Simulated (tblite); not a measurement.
Compound: C4H9ClGe.
SMILES with atom numbers: `[CH2:1]=[C:2]([Cl:3])[C@@H:4]([CH3:5])[GeH3:6]` (hydrogens: H7, H8 on C1; H9 on C4; H10, H11, H12 on C5; H13, H14, H15 on Ge6)

Computed with GFN2-xTB (tblite), gas phase: L-BFGS steps from a force-field or distance-geometry start until the largest atomic force falls under 0.01 eV/Å.

Step 11: E = -533.1825 eV
```
atom  x, y, z in Å  |  force x, y, z in eV/Å
C1      2.2463    0.7439   -0.1826   -0.051   0.043   0.076
C2      1.1089    0.4201    0.4130   -0.077  -0.114  -0.118
Cl3     0.7668    0.8623    2.0542    0.093  -0.006  -0.143
C4     -0.0112   -0.2965   -0.2545   -0.183   0.086  -0.153
C5     -0.4352   -1.5935    0.4336    0.030   0.047  -0.018
Ge6    -1.6106    0.8885   -0.4563   -0.032  -0.030   0.017
H7      2.4099    0.4752   -1.2138   -0.002  -0.026   0.077
H8      3.0396    1.2842    0.3013   -0.041   0.013   0.081
H9      0.3135   -0.5257   -1.2761    0.046  -0.096   0.070
H10    -0.8290   -1.4127    1.4324    0.051   0.074  -0.020
H11     0.4060   -2.2754    0.5116    0.087  -0.079   0.032
H12    -1.2179   -2.0716   -0.1560    0.037  -0.008   0.031
H13    -1.4516    1.8138   -1.6226    0.033   0.038   0.037
H14    -2.7840    0.0030   -0.7529   -0.008   0.031  -0.012
H15    -1.9559    1.6924    0.7467    0.018   0.028   0.044
```

Step 12: E = -533.1880 eV
```
atom  x, y, z in Å  |  force x, y, z in eV/Å
C1      2.2481    0.7443   -0.1819   -0.026   0.056   0.079
C2      1.1085    0.4172    0.4054   -0.091  -0.103  -0.116
Cl3     0.7645    0.8573    2.0425    0.066   0.025  -0.045
C4     -0.0117   -0.2983   -0.2601   -0.214   0.040  -0.199
C5     -0.4292   -1.5946    0.4340   -0.067   0.035   0.013
Ge6    -1.6165    0.8951   -0.4560    0.061  -0.115   0.038
H7      2.4190    0.4764   -1.2099    0.014  -0.036   0.006
H8      3.0350    1.2873    0.3095   -0.036   0.004   0.073
H9      0.3112   -0.5375   -1.2817    0.021  -0.037   0.102
H10    -0.8261   -1.4121    1.4316    0.076   0.090  -0.004
H11     0.4102   -2.2788    0.5167    0.087  -0.042   0.010
H12    -1.2160   -2.0769   -0.1472    0.057  -0.005  -0.002
H13    -1.4543    1.8218   -1.6202    0.033   0.042   0.032
H14    -2.7891    0.0088   -0.7557   -0.007   0.039  -0.006
H15    -1.9581    1.6980    0.7511    0.025   0.006   0.019
```

Problem. Estimate the geometry and energy of step 13. (The exact step hangs on the optimiser's Hessian estimate; all steps are aligned on step 12, rigid shifts and turns removed.)

Solution. E = -533.1926 eV, largest force 0.218 eV/Å
```
atom  x, y, z in Å  |  force x, y, z in eV/Å
C1      2.2491    0.7454   -0.1805   -0.015   0.038   0.038
C2      1.1064    0.4125    0.3962   -0.084  -0.044  -0.083
Cl3     0.7630    0.8528    2.0304    0.030   0.043   0.036
C4     -0.0159   -0.2997   -0.2678   -0.153  -0.031  -0.152
C5     -0.4243   -1.5954    0.4346   -0.106   0.006   0.027
Ge6    -1.6208    0.8995   -0.4550    0.099  -0.130   0.037
H7      2.4285    0.4772   -1.2059    0.029  -0.033  -0.038
H8      3.0305    1.2904    0.3183   -0.048  -0.012   0.068
H9      0.3092   -0.5490   -1.2857   -0.003   0.004   0.066
H10    -0.8218   -1.4099    1.4312    0.087   0.100   0.013
H11     0.4152   -2.2821    0.5217    0.052   0.029  -0.016
H12    -1.2134   -2.0823   -0.1391    0.055  -0.016  -0.028
H13    -1.4566    1.8298   -1.6169    0.034   0.033   0.037
H14    -2.7938    0.0156   -0.7584   -0.014   0.036  -0.001
H15    -1.9596    1.7030    0.7550    0.037  -0.022  -0.005
```

The energy changes by -0.0046 eV. The first-order estimate −F·Δx gives -0.0065 eV and the mean of the old and new forces, exact on a quadratic surface, -0.0046 eV. The step makes an angle of 66° with the force vector and moves no atom by more than 0.013 Å.

What follows is the cost of the whole relaxation. Time: 1.3 s. Hardware: Arm Neoverse N1, one thread, no GPU (shared host).
